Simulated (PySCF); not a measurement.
This PySCF input asks for the NMR shieldings of C₃H₁₁BNP; the geometry comes from GFN2-xTB.

```python
import basis_set_exchange as bse
import numpy as np
from pyscf import gto, dft
from pyscf.prop import nmr

atoms = """
C    -1.443926   -0.689919   -0.997107
C    -1.314450   -0.091006    0.393278
C    -0.642925    1.299097    0.479577
B     0.446411    0.534009    1.359998
P     2.202017   -0.278223   -1.924220
N    -0.236939   -0.654295    1.190072
H    -1.782801   -1.723500   -0.942596
H    -0.476937   -0.666536   -1.501814
H    -2.159967   -0.120770   -1.585108
H    -2.280228   -0.143835    0.914058
H    -1.264359    2.055498    0.953117
H    -0.337144    1.672838   -0.495258
H     1.425649    0.765148    1.949111
H     3.582625   -0.260985   -2.053210
H     2.190193    0.933910   -1.252943
H     2.262416   -0.992311   -0.737851
H    -0.176633   -1.627088    1.449328
"""
names = dict.fromkeys(["C", "B", "P", "N", "H"], "pcSseg-1")
basis = {el: gto.basis.parse(bse.get_basis(n, elements=[el], fmt="nwchem")) for el, n in names.items()}
mol = gto.M(atom=atoms, basis=basis, charge=0, verbose=0)
mf = dft.RKS(mol, xc="PBE0")
mf.grids.level = 2
mf.grids.alignment = dft.numint.BLKSIZE   # the property module wants whole blocks of grid points
mf.conv_tol = 1e-9
mf.kernel()

calc = nmr.RKS(mf)   # GIAO
C = mf.mo_coeff
Co = C[:, mf.mo_occ > 0]
resp = mf.gen_response(singlet=True, hermi=2)
def vind(x):   # induced exchange potential for any number of trial vectors
    d = np.einsum("pi,xij,qj->xpq", C, 2 * x.reshape(-1, C.shape[1], Co.shape[1]), Co, optimize=True)
    return np.einsum("xpq,pi,qj->xij", resp(d - d.transpose(0, 2, 1)), C, Co, optimize=True).ravel()
mo1, _ = nmr.rhf.solve_mo1(calc, with_cphf=vind)
sigma = calc.kernel(mo1)
for i, s in enumerate(sigma):   # ppm
    print("%2d %-2s %9.2f" % (i, mol.atom_pure_symbol(i), np.trace(s) / 3))
```

Task: Give the expected output.

Result: 
```
 0 C     158.59
 1 C     128.11
 2 C     161.08
 3 B      58.76
 4 P     600.72
 5 N      98.84
 6 H      30.34
 7 H      30.09
 8 H      30.46
 9 H      27.61
10 H      30.17
11 H      30.89
12 H      26.55
13 H      30.14
14 H      30.24
15 H      30.14
16 H      26.83
```

These numbers come from an equivalent density-fitted implementation of the same equations, which agrees with the script to about 0.01 ppm for H and up to a few tenths of a ppm for heavy atoms, so last digits may differ.

Size and cost of the density-fitted run: 164 basis functions, 62 s wall time on 1 thread of an Intel Xeon, shared host; peak memory 0.75 GiB.
